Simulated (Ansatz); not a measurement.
Molecular dynamics of CH4BClO

Input:

```yaml
crystal:
  periodic: [false, false, false]
  atoms:
    - { symbol: C, position_ang: [-0.208883, 0.940267, 0.086951] }
    - { symbol: B, position_ang: [-0.057722, -0.581996, -0.247555] }
    - { symbol: O, position_ang: [0.450307, -1.483567, 0.631109] }
    - { symbol: Cl, position_ang: [-0.683991, -1.202223, -1.798066] }
    - { symbol: H, position_ang: [-0.435577, 1.571348, -0.781911] }
    - { symbol: H, position_ang: [0.681881, 1.326071, 0.608688] }
    - { symbol: H, position_ang: [-1.045096, 1.037644, 0.802106] }
    - { symbol: H, position_ang: [1.391182, -1.664542, 0.642979] }
basis:
  gaussian: { orbitals: def2-SVP }
hamiltonian:
  xc: pbe0
  dispersion: d4
md:
  timestep: 0.5
  n_steps: 200
  ensemble: nve
  temperature: 100.0
  initial_velocities: maxwell_boltzmann
  seed: 11795
```

Launched with:

```bash
$ ansatz run input.yaml --threads 1 --pin off --max-ram 2048MiB --backend cpu --events-out ev --progress --plain --runs-dir out
```

It starts at the highest image of a converged band, a first-order saddle point between two minima.

Output, in part (step lines, the closing report, with atoms numbered from 0):

```
md step     0: t =     0.00 fs  T =   100.0 K  F+E_penalty+E_count = -16335.57748718 eV  E_kin = 0.077556 eV  conserved = -16335.49993118 eV  (25 SCF iters)
md step     1: t =     0.50 fs  T =    96.2 K  F+E_penalty+E_count = -16335.57443443 eV  E_kin = 0.074602 eV  conserved = -16335.49983277 eV  (32 SCF iters)
md step     2: t =     1.00 fs  T =    86.4 K  F+E_penalty+E_count = -16335.56665802 eV  E_kin = 0.067040 eV  conserved = -16335.49961772 eV  (32 SCF iters)
md step     3: t =     1.50 fs  T =    74.9 K  F+E_penalty+E_count = -16335.55746360 eV  E_kin = 0.058076 eV  conserved = -16335.49938791 eV  (24 SCF iters)
md step     4: t =     2.00 fs  T =    66.0 K  F+E_penalty+E_count = -16335.55042889 eV  E_kin = 0.051193 eV  conserved = -16335.49923601 eV  (23 SCF iters)
md step     5: t =     2.50 fs  T =    62.8 K  F+E_penalty+E_count = -16335.54793233 eV  E_kin = 0.048715 eV  conserved = -16335.49921704 eV  (24 SCF iters)
md step     6: t =     3.00 fs  T =    65.7 K  F+E_penalty+E_count = -16335.55027222 eV  E_kin = 0.050937 eV  conserved = -16335.49933472 eV  (25 SCF iters)
md step     7: t =     3.50 fs  T =    72.3 K  F+E_penalty+E_count = -16335.55560954 eV  E_kin = 0.056070 eV  conserved = -16335.49953981 eV  (25 SCF iters)
[... lines left out ...]
Total energy: -16335.79179837 eV, -600.3292757926 hartree
Atom 0 at    -0.183673     0.932623     0.081062 Å, force     0.841115    -0.216514     1.114811 eV/Å
Atom 1 at    -0.077022    -0.566047    -0.245994 Å, force     0.073182    -0.253198    -0.981764 eV/Å
Atom 2 at     0.465457    -1.479940     0.562347 Å, force    -0.242267    -1.078033    -0.646235 eV/Å
Atom 3 at    -0.687365    -1.210628    -1.791756 Å, force    -0.064313    -0.046254     0.076435 eV/Å
Atom 4 at    -0.487364     1.670832    -0.657496 Å, force    -0.199820    -0.019297    -0.156250 eV/Å
Atom 5 at     0.799440     1.188812     0.532188 Å, force    -0.236010     0.332598    -0.186813 eV/Å
Atom 6 at    -0.854277     0.866704     0.949939 Å, force    -0.397193     0.627905     0.109899 eV/Å
Atom 7 at     0.919371    -1.297782     1.370148 Å, force     0.225306     0.652792     0.669917 eV/Å
Dipole moment:     0.227832     0.296353     0.558192 e Å
```

The steps, from the saved trajectory:

```
time (fs)  T (K)  potential energy less start (eV)  conserved less start (meV/atom)
      0.0    100                             0.000                             0.00
      3.0     66                             0.027                             0.07
      6.0     61                             0.030                             0.07
      9.0     79                             0.016                             0.04
     12.0    101                            -0.001                             0.04
     15.0    138                            -0.029                             0.08
     18.0    198                            -0.075                             0.07
     21.0    342                            -0.187                             0.02
     24.0    479                            -0.294                             0.05
     27.0    533                            -0.335                             0.03
     30.0    552                            -0.351                             0.00
     33.0    474                            -0.290                             0.05
     36.0    337                            -0.183                             0.06
     39.0    262                            -0.125                             0.03
     42.0    204                            -0.080                             0.04
     45.0    152                            -0.039                             0.09
     48.0    174                            -0.057                             0.01
     51.0    149                            -0.038                             0.03
     54.0    122                            -0.016                             0.07
     57.0    152                            -0.040                             0.07
     60.0    228                            -0.099                             0.03
     63.0    333                            -0.180                             0.04
     66.0    471                            -0.287                             0.06
     69.0    520                            -0.326                            -0.01
     72.0    433                            -0.258                             0.01
     75.0    290                            -0.147                             0.08
     78.0    236                            -0.105                             0.05
     81.0    297                            -0.153                             0.03
     84.0    358                            -0.200                             0.04
     87.0    316                            -0.167                             0.05
     90.0    264                            -0.127                            -0.01
     93.0    170                            -0.054                             0.06
     96.0    175                            -0.058                             0.08
     99.0    319                            -0.170                             0.03
```

All steps were run. The conserved energy stayed within 0.094 meV per atom of its start (net change 0.058 meV per atom), so the integration is sound. The system heated up, since it started high on the potential surface and ran downhill. A run of 0.1 ps of so small a system gives no equilibrium averages. The orbitals stay closed-shell, which can raise the energy where a bond breaks towards radicals; this wasn't checked here.

The step under study would form B2–H7 and break C1–H7. These pairs go: B2–H7 2.17 → 2.02 Å, C1–H7 1.10 → 1.10 Å. In the last frame they stand as before the step (other bonds may differ from the relaxed reactants and products). It ends as one piece, CH4BClO. Pairs count as bonded within 1.25 times the sum of covalent radii (0.12 Å more for H–H).

Last frame:

```xyz
8
Properties=species:S:1:pos:R:3
C -0.184 0.933 0.081
B -0.077 -0.566 -0.246
O 0.466 -1.480 0.562
Cl -0.687 -1.211 -1.792
H -0.487 1.671 -0.657
H 0.799 1.189 0.532
H -0.854 0.867 0.950
H 0.919 -1.298 1.370
```

Run time: 9.2 min on 1 thread of Intel(R) Xeon(R) Platinum 8375C CPU @ 2.90GHz (Ice Lake), on a shared host, peak memory 0.17 GiB.
